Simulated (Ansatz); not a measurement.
`CCC#CCCCCC` + CH₄ → `CCC#CCC` + `CCCC`  (formal exchange of groups at a C–C bond)

Program: Ansatz. Geometries: PBE0-D4/def2-TZVP. ΔE: electronic, gas phase. CCSD(T)/CBS is the MP2 limit (def2-TZVPP, def2-QZVPP) plus CCSD(T) − MP2 in def2-TZVPP, frozen cores. This one scheme is used for every species. DFT in def2-TZVPP. Each species was taken in one conformer, which may not be the lowest.

**Question.** Is it downhill or uphill in electronic energy at CCSD(T)/CBS, and by how much? (Best estimate.)

**Answer.** Computed: Uphill: ΔE = +0.12 eV.

**Question.** What do these levels give: BLYP-D4, PBE0-D4, r2SCAN0-D4, BHLYP-D4, ωB97M-V, B2PLYP, PBE-QIDH, PBE0, CCSD(T)/def2-SVP, CCSD/def2-TZVPP, CCSD(T)/def2-TZVPP, MP2/def2-QZVPP? (Estimate.)

**Answer.** Ansatz gave: BLYP-D4 0.10, PBE0-D4 0.10, r2SCAN0-D4 0.11, BHLYP-D4 0.09, ωB97M-V 0.11, B2PLYP 0.07, PBE-QIDH 0.09, PBE0 0.05, CCSD(T)/def2-SVP 0.11, CCSD/def2-TZVPP 0.10, CCSD(T)/def2-TZVPP 0.12, MP2/def2-QZVPP 0.14 eV.

Largest T1 diagnostic among the species: 0.010.

In def2-TZVPP, CCSD(T) changes the Hartree–Fock value by +0.11 eV (the triples alone add +0.02 eV) and MP2 by +0.13 eV. Leaving LDA and LC-ωPBE aside and taking each functional with its dispersion term where it has one, the values, not all of them listed here, spread over 0.04 eV, from B2PLYP to B97M-V. LDA lies +0.07 eV from PBE without D4. The D4 term adds +0.07 eV with B3LYP and +0.05 eV with PBE0; it sums over pairs of atoms, weighted by their polarisabilities, and B3LYP, whose exchange is more repulsive, gets the larger term.

B3LYP here is the variant with VWN-RPA as its local correlation; programs differ in this.
